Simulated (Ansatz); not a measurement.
Relaxation of the cluster In3P3⁺ with UKS PBE-D4/def2-SVP.

```sh
$ ansatz run in.yaml --threads 4 --pin off --events-out ev --progress --plain --max-ram 4787MiB
```

```yaml
crystal:
  periodic: [false, false, false]
  atoms:
    - {symbol: In, position_ang: [-0.502370, -2.321480, -1.785460]}
    - {symbol: In, position_ang: [2.630740, 0.511880, 1.171250]}
    - {symbol: In, position_ang: [-2.595670, 0.604090, 0.476330]}
    - {symbol: P, position_ang: [0.020820, 1.549930, 0.611180]}
    - {symbol: P, position_ang: [0.048080, -0.737750, 0.670590]}
    - {symbol: P, position_ang: [0.398390, 0.393320, -1.143890]}
basis:
  gaussian: {orbitals: def2-SVP}
total_charge: 1
magnetization: {spin_polarized: true, initial_magnetization: 1}
hamiltonian: {xc: pbe, dispersion: d4}
scf: {lower_state_search: "off"}
output: {orbitals: {seedname: orbitals}}
relax: {f_tol: 0.02, max_steps: 100}
```

Run time 36 s (4 threads of Arm Neoverse V1 on a shared host).

Positions (Å) and forces (eV/Å) at steps 1, 2, 3, 4, 5, 6, 7, 9, 10, 12 of 12:

```xyz
6
step=1 energy=-43364.9589 eV
In   -0.502   -2.321   -1.785   -0.081   -0.065   -0.029
In    2.631    0.512    1.171    0.127   -0.060    0.125
In   -2.596    0.604    0.476   -0.004   -0.065   -0.024
P     0.021    1.550    0.611   -0.140    0.608    0.310
P     0.048   -0.738    0.671   -0.030   -0.623    0.632
P     0.398    0.393   -1.144    0.128    0.205   -1.014
6
step=2 energy=-43365.0057 eV
In   -0.558   -2.314   -1.776   -0.076   -0.047   -0.019
In    2.645    0.511    1.213    0.013   -0.045    0.069
In   -2.581    0.556    0.459    0.028   -0.032   -0.014
P     0.022    1.573    0.603   -0.082    0.207    0.041
P     0.072   -0.736    0.677    0.071   -0.235    0.265
P     0.400    0.411   -1.176    0.045    0.152   -0.343
6
step=3 energy=-43365.0403 eV
In   -0.747   -2.274   -1.752   -0.051   -0.018   -0.023
In    2.643    0.546    1.330    0.002   -0.016    0.028
In   -2.522    0.425    0.416    0.042    0.050    0.013
P     0.027    1.599    0.560   -0.116   -0.147   -0.109
P     0.164   -0.733    0.670    0.115    0.114   -0.056
P     0.435    0.437   -1.224    0.008    0.017    0.147
6
step=4 energy=-43365.0561 eV
In   -0.924   -2.229   -1.754   -0.010    0.009   -0.019
In    2.634    0.617    1.456   -0.028    0.011   -0.009
In   -2.473    0.351    0.419    0.028    0.023    0.007
P     0.004    1.581    0.502    0.005   -0.175   -0.069
P     0.265   -0.745    0.643    0.038    0.206   -0.155
P     0.494    0.425   -1.265   -0.033   -0.074    0.245
6
step=5 energy=-43365.0616 eV
In   -0.970   -2.209   -1.769   -0.002    0.007   -0.015
In    2.628    0.656    1.480   -0.021    0.001   -0.006
In   -2.459    0.342    0.421    0.006    0.000    0.006
P     0.003    1.561    0.490    0.008   -0.006   -0.008
P     0.288   -0.749    0.639    0.019    0.039   -0.029
P     0.511    0.398   -1.262   -0.009   -0.041    0.053
6
step=6 energy=-43365.0571 eV rejected
In   -1.014   -2.179   -1.814   -0.006    0.002   -0.037
In    2.568    0.691    1.525    0.078    0.017    0.021
In   -2.420    0.320    0.490   -0.015    0.004   -0.019
P     0.017    1.581    0.426   -0.024   -0.146    0.107
P     0.309   -0.760    0.637   -0.044    0.154    0.122
P     0.540    0.348   -1.264    0.011   -0.030   -0.194
6
step=7 energy=-43365.0633 eV
In   -0.994   -2.191   -1.796   -0.002    0.002   -0.014
In    2.614    0.679    1.493    0.004    0.003    0.001
In   -2.446    0.333    0.439    0.004   -0.002    0.006
P     0.008    1.562    0.471   -0.005    0.002    0.005
P     0.299   -0.750    0.651   -0.007    0.005    0.025
P     0.520    0.367   -1.258    0.005   -0.010   -0.022
6
step=9 energy=-43365.0645 eV rejected
In   -1.041   -2.138   -1.880    0.006    0.018    0.019
In    2.591    0.730    1.510    0.039    0.017    0.011
In   -2.422    0.305    0.487    0.026   -0.013   -0.007
P     0.012    1.567    0.415   -0.002   -0.030   -0.024
P     0.310   -0.744    0.710   -0.058   -0.006   -0.021
P     0.549    0.280   -1.242   -0.010    0.014    0.022
6
step=10 energy=-43365.0650 eV
In   -1.028   -2.148   -1.858   -0.006   -0.008   -0.009
In    2.601    0.720    1.507    0.004   -0.002   -0.001
In   -2.425    0.310    0.473   -0.015    0.001    0.004
P     0.012    1.565    0.429    0.000   -0.001   -0.009
P     0.300   -0.747    0.696    0.007   -0.003    0.014
P     0.540    0.300   -1.246    0.010    0.013    0.000
6
step=12 energy=-43365.0651 eV
In   -1.033   -2.143   -1.867    0.000    0.002    0.001
In    2.602    0.724    1.505    0.001    0.002    0.000
In   -2.425    0.307    0.477   -0.007   -0.004    0.000
P     0.009    1.565    0.423    0.009    0.001   -0.002
P     0.300   -0.745    0.704   -0.002   -0.002   -0.001
P     0.547    0.293   -1.242   -0.002    0.000    0.002
```

In the def2 sets In takes a core potential; there is no spin–orbit coupling. The structure comes from a short search, and lower isomers may exist.
